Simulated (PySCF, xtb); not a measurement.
C3H6BNO, SMILES CB(O)CC#N. One conformer was computed; it need not be the lowest.

Harmonic wavenumbers (cm⁻¹) from GFN2-xTB (xtb) at its own minimum, in rising order: 29, 59, 115, 269, 337, 375, 386, 525, 645, 720, 771, 867, 891, 933, 1015, 1076, 1123, 1199, 1355, 1390, 1407, 1487, 1489, 2395, 2966, 2982, 3023, 3036, 3062, 3542.

Problem. What does PBE-D3(BJ)/def2-SVP (PySCF 2.14.0) give at its own minimum? (An estimate is asked for; the answer gives what the named calculation found.)

Solution. 19, 85, 122, 281, 332, 386, 402, 538, 626, 715, 771, 817, 890, 960, 979, 1116, 1123, 1215, 1282, 1346, 1358, 1387, 1424, 2275, 2969, 2986, 3035, 3043, 3088, 3599. Paired by order, the mean absolute difference is 28 cm⁻¹ and the zero-point energies are 56.4 and 56.0 kcal/mol.
